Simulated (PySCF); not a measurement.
# Working out the ionisation energy of Cu

Cu [Ar] 3d10 4s1 (2S) → Cu⁺ [Ar] 3d10 (1S). Computed with PySCF 2.14 in pcseg-2 (6s4p3d2f1g, 56 functions), with no relativity, point nucleus. Frozen: [Ar]. Energies in hartree (1 hartree = 27.21139 eV):

```json
{"part": "UHF", "Cu (lower)": "-1638.930755", "Cu⁺ (upper)": "-1638.695180"}
{"part": "MP2 opposite-spin", "Cu (lower)": "-0.275986", "Cu⁺ (upper)": "-0.256843"}
{"part": "MP2 same-spin", "Cu (lower)": "-0.164577", "Cu⁺ (upper)": "-0.150925"}
```

Question: What does Hartree-Fock give?

Answer: (-1638.695180) − (-1638.930755) = 0.235575 hartree = 6.410 eV.

Question: What do MP2 and SCS-MP2 (6/5 opposite-spin, 1/3 same-spin) give?

Answer: The opposite-spin parts differ by 0.521 eV and the same-spin parts by 0.371 eV. MP2: 6.410 + (0.521) + (0.371) = 7.302 eV. SCS-MP2: 6.410 + 1.2 × (0.521) + (0.371)/3 = 7.159 eV.

Measured between the centres of the two terms (NIST): 7.726 eV, so MP2 (valence) is off by -0.424 eV.

The calculation is non-relativistic.

What remains against the reference includes basis incompleteness, the frozen core and correlation beyond second order.
